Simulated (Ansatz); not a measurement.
## Relaxing a trial structure of FH7NSiSn+

The starting geometry of this gas-phase singlet was optimised with GFN2-xTB.

```yaml
atoms:
  - { symbol: F, position_ang: [-0.9117, 0.1109, -0.6748] }
  - { symbol: N, position_ang: [2.1493, -0.4914, 0.2474] }
  - { symbol: Si, position_ang: [-2.0133, -0.2268, -1.9368] }
  - { symbol: Sn, position_ang: [0.6046, 1.2128, 0.9824] }
  - { symbol: H, position_ang: [1.9140, -0.6940, -0.7267] }
  - { symbol: H, position_ang: [3.1032, -0.1251, 0.2413] }
  - { symbol: H, position_ang: [1.2282, 2.0569, -0.5241] }
  - { symbol: H, position_ang: [2.1680, -1.3801, 0.7484] }
  - { symbol: H, position_ang: [-2.0638, -1.6734, -1.8145] }
  - { symbol: H, position_ang: [-1.2750, 0.3045, -3.0658] }
  - { symbol: H, position_ang: [-3.1825, 0.5047, -1.4900] }
```

Q: Predict what it relaxes into with PBE0-D3(BJ)/def2-SVP.

A: A new bond forms, giving a structure with F1 bridging Sn4 and Si3, given below by its coordinates. Contacts that close: N2–Sn4 (2.41 → 2.36 Å).

The energy falls by 0.19 eV over 20 steps:

| step | E − E(last) (eV) |
| --- | --- |
| 1 | 0.188 |
| 3 | 0.018 |
| 5 | 0.003 |
| 7 | 0.001 |
| 9 | 0.000 |
| 12 | 0.000 |
| 14 | 0.000 |
| 16 | 0.000 |
| 18 | 0.000 |
| 20 | 0.000 |

Final geometry (Å):

```xyz
11

F    -0.6385   -0.0856   -0.8069
N     2.1338   -0.4597    0.2673
Si   -1.9330   -0.2076   -1.9099
Sn    0.4810    1.1086    0.8900
H     1.8512   -0.8943   -0.6156
H     3.0471   -0.0285    0.0993
H     1.1397    2.0795   -0.4410
H     2.2745   -1.2158    0.9420
H    -2.2422   -1.6542   -1.9497
H    -1.3896    0.3326   -3.1767
H    -3.0029    0.6240   -1.3117
```

Frequencies at the end are all real (lowest 17 cm⁻¹). Atoms past krypton carry core potentials, without spin–orbit terms. Run with Ansatz 0.2.0, 59 s on 2 threads of Arm Neoverse V1, on a shared host.
